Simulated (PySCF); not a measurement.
## Polarisability and C₆ of Ba (barium, neutral)

[Xe] 6s2, closed-shell 1S. All numbers are calculated (PySCF 2.14, scalar relativity by spin-free X2C-1e, in aug-cc-pwCVTZ-X2C (11s10p8d4f, 109 functions)). Coupled (time-dependent) response in atomic units; α is the mean over directions.

| method | mean α (bohr³) | C₆ (like pair) | S(−4) |
| --- | --- | --- | --- |
| PBEsol | 259.3 | 5003 | 29750 |
| BHandHLYP | 266.9 | 5224 | 31450 |

S(−4) is the Cauchy moment in α(ω) = α(0) + S(−4) ω² + …

Reference α: 272 ± 10 bohr³ (recommended; Schwerdtfeger and Nagle, table of static dipole polarizabilities (2023 update)). Published C₆: 5540 (Gould and Bucko (2016)).

α(iu) at BHandHLYP:

```
u (hartree)  α(iu) (bohr³)
          0          266.9
     0.0500          206.9
      0.100          126.3
      0.200          54.28
      0.300          31.28
      0.500          16.24
      0.750          9.837
       1.00          6.776
       1.50          3.841
       2.00          2.507
       3.00          1.358
       5.00         0.6262
```

Spin-orbit coupling, which splits the p, d and f shells strongly at this Z, is absent.
